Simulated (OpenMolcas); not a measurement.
# Ti3+ in a ligand field

Ti3+ with 5 ligands (iodide, oxide on the axis) in trigonal bipyramidal coordination (D3h) at 2.73 Å, the axial distance 1.985 Å. A charge of +0.8 e stands 3.2 Å behind each ligand. Ligand basis ANO-RCC-VDZP.

```json
{
  "Program": "OpenMolcas",
  "Method": "CASSCF",
  "Basis": "ANO-RCC-VTZP [6s5p3d2f1g]",
  "Scalar Hamiltonian": "DKH2, point nucleus",
  "Active space": "1 electron in 5 orbitals (3d)",
  "State averaging": "2S+1 = 2 even, 5 roots",
  "Spin-orbit coupling": "state interaction with AMFI integrals over the reference wave functions"
}
```

The lowest spin-free states (labels of D3, the rotations of D3h), above the lowest:

```
State  Degeneracy  E (cm-1)  Free-ion L (%)
   2E           2       0.0         D (100)
   2E           2     11599         D (100)
  2A1           1     21589         D (100)
```

The lowest levels with spin-orbit coupling:

```tsv
E (cm-1)	Degeneracy	Label	2S+1	g
0.0	2	E3/2	2	0.00 0.00 1.56
136.4	2	E1/2	2	0.00 0.00 5.57
11595	2	E1/2	2	0.01 0.05 0.05
11741	2	E3/2	2	0.00 0.00 4.00
21659	2	E1/2	2	2.00 2.05 2.05
```

Electric-dipole absorption from the lowest level at this geometry, strongest bands:

```tsv
E (cm-1)	λ (nm)	Label	f
11741	852	E3/2	2.62e-04
21659	462	E1/2	1.77e-03
```

Powder χT (cm3 K/mol): 0.0815 at 2 K, 0.102 at 10 K, 0.215 at 50 K, 0.378 at 100 K, 0.552 at 200 K, 0.626 at 300 K. The effective moment at 300 K is 2.828 √(χT) = 2.24 μB.

The lowest level has 2S+1 = 2, for which the spin-only value is χT = S(S+1) / 2 = 0.375 cm3 K/mol (g = 2). The computed 0.626 at 300 K differs by +0.251, through orbital momentum, spin-orbit coupling and any other state in reach.

Metal share of the active 3d orbitals (Löwdin): 74, 91, 91, 94, 94 %; Mulliken charge of the metal 1.42.

An orbital doublet at a regular site is open to a Jahn-Teller distortion, which this geometry leaves out. The least metal-like active orbital is 74 % on the metal (Löwdin) and no ligand orbital is active, so the numbers are rough. Ligand-to-metal charge-transfer states are missing. With metal d orbitals alone and no dynamic correlation the field as a rule comes out too small, by tens of per cent, by up to half for chloride and softer ligands. No measured value stands beside these numbers; the geometry is a model, was not optimised and need not be the one that this ion takes.
